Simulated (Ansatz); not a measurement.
# Which isomer of CHOSe gives these data?

These gas-phase data were calculated for one isomer of CHOSe at PBE0-D3(BJ)/def2-SVP (harmonic, unscaled wavenumbers; equilibrium rotational constants with average atomic masses):

```
rotational constants            : 74.92, 4.081, 3.871 GHz
all wavenumbers above 1500 cm⁻¹ : 2941, 1835
dipole moment                   : 2.08 D (PBE0/def2-TZVPD)
```

Candidates:

(1) `O=[C][SeH]`, a doublet
(2) `O=C[Se]`, a doublet

Task: Which structure fits?

Result: Candidate (2). The band at 2941 cm⁻¹ lies where the C–H stretch is expected; (1) has no mode between 2750 and 3290 cm⁻¹.

The same quantities for all candidates:

```tsv
	rotational constants (GHz)	wavenumbers above 1500 cm⁻¹	dipole (D)	E above the lowest, PBE0-D3(BJ)/def2-SVP (kcal/mol)
(1)	91.71, 3.865, 3.709	2473, 1986	1.61	4.7
(2)	74.92, 4.081, 3.871	2941, 1835	2.08	0.0
```

Each candidate is one conformer. Open shells are spin-unrestricted. Programs: Ansatz 0.2.0.
